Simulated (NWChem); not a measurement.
C₂H₅ClF₂Si; SMILES F[C@@H](CCl)[SiH2]F

```xyz
11

F      0.6081    -2.6085    -0.1399
Si     0.8577    -1.0302     0.1573
C     -0.7457    -0.1275    -0.3641
F     -1.8298    -0.8918     0.0354
C     -0.8981     1.2404     0.2720
Cl     0.5469     2.2244    -0.0874
H      1.0597    -0.8563     1.6221
H      2.0371    -0.6051    -0.6376
H     -0.7803    -0.0264    -1.4643
H     -1.7822     1.7713    -0.1079
H     -0.9813     1.1492     1.3643
```
Atoms are numbered in this order, from 1.

Computed with NWChem. Medium grid unless said otherwise, to which SCAN and Minnesota functionals are sensitive. All runs use the structure optimised with PBE0/def2-SVP. Hybrids' shares of exact exchange are those that their runs print; pure functionals count as 0. The functionals differ in more than this share.

```
row              share of exact exchange  highest occupied level (eV)
---------------  -----------------------  ---------------------------
PBE/def2-SVP                        0.00                        -7.04
BLYP/def2-SVP                       0.00                        -6.90
TPSSh/def2-SVP                      0.10                        -7.85
B3LYP/def2-SVP                      0.20                        -8.32
M06-2X/def2-SVP                     0.54                     withheld
```

Fit a straight line of the last column on the one before it, predict the withheld value, and compare with the run.


1. Means of the 4 shown rows: x = 0.075, y = -7.527. Slope Σ(x − x̄)(y − ȳ)/Σ(x − x̄)² = -0.1908/0.02750 = -6.936; intercept -7.007.
2. The shown rows scatter about the line by 0.100 (root mean square); the largest residual is -0.15, at TPSSh/def2-SVP.
3. At x = 0.54 (M06-2X/def2-SVP; beyond the shown range) the line gives -10.75.
4. The run gives -9.94, +0.81 from the line, 8.1 times the scatter.
